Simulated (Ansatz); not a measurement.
Two structures of SiN₃H₇O, singlet, reached by relaxing down either side of one saddle point (PBE0-D4/def2-TZVP). Energies are electronic, without zero-point energy. Ansatz 0.2.0; basis: def2-TZVPP and def2-QZVPP; cores frozen in the correlated methods. Extrapolation: Hartree–Fock as exp(−7.88 √X), correlation as X^−2.97. First:

```
12
angstrom
Si -0.0902 -0.1114 0.1212
N 0.9386 1.1731 0.6215
O -0.7044 -0.7398 1.5186
H -0.9407 -0.0897 2.1808
N -1.1131 0.6421 -1.0174
N 0.4815 -1.5233 -0.6468
H 1.5889 1.0193 1.3753
H 1.3416 1.7779 -0.0761
H -1.7436 0.0858 -1.5699
H -1.4641 1.5723 -0.8648
H 0.7701 -2.3161 -0.0997
H 0.9355 -1.4901 -1.5426
```

Second:

Si1  (-0.465, -0.388, 0.217)
N2  (0.812, 0.894, 0.979)
O3  (-1.185, -0.851, 1.487)
H4  (0.287, 1.566, 1.530)
N5  (-1.165, 0.668, -0.956)
N6  (0.659, -1.389, -0.619)
H7  (1.422, 0.383, 1.609)
H8  (1.373, 1.386, 0.291)
H9  (-1.168, 0.385, -1.924)
H10  (-2.071, 1.040, -0.714)
H11  (0.750, -2.332, -0.277)
H12  (0.751, -1.363, -1.621)
(Å)

Q: Which bonds change from the first to the second?

A: SiN₃H₇O ([NH2][Si]([NH2])([NH2])[OH]) → SiN₂H₄O ([NH2][Si]([NH2])[O]) + NH₃ (still joined by a long Si–N bond); bonds formed: N2–H4; bonds broken: O3–H4; bonds weakened to dative contacts: Si1–N2.

Q: Give the saddle point's structure and its height above each. (Judge from chemistry; the value comes from the calculation.)

A: The calculation gives: 1.774 eV above the first and 0.558 eV above the second (CCSD(T) at an estimated basis limit (MP2 extrapolated from triple and quadruple zeta, plus CCSD(T) − MP2 in triple zeta)).
```csv
atom,x (Å),y (Å),z (Å)
Si1,-0.3250,-0.2438,0.1153
N2,0.8368,0.9728,0.9633
O3,-0.9366,-0.4543,1.5573
H4,0.0713,0.4734,1.7585
N5,-1.0703,0.6117,-1.1660
N6,0.5049,-1.5416,-0.5913
H7,1.8118,0.7183,1.0470
H8,0.7505,1.9655,0.7910
H9,-1.4770,0.0663,-1.9101
H10,-1.6695,1.3922,-0.9462
H11,0.6476,-2.3984,-0.0870
H12,0.8555,-1.5622,-1.5319
```

No T1 diagnostic of these runs exceeds 0.013.

Labels in which every atom is bracketed show which atoms are joined, not bond orders.

For scale, one of the runs: CCSD(T)/def2-TZVPP, 264 basis functions, launched by `ansatz run in.yaml --threads 8 --pin off --events-out ev --progress --plain --max-ram 19148MiB`. Hardware: 8 CPU threads of an Arm Neoverse V2, shared host. Wall time 93 s; peak host memory 6.7 GiB.
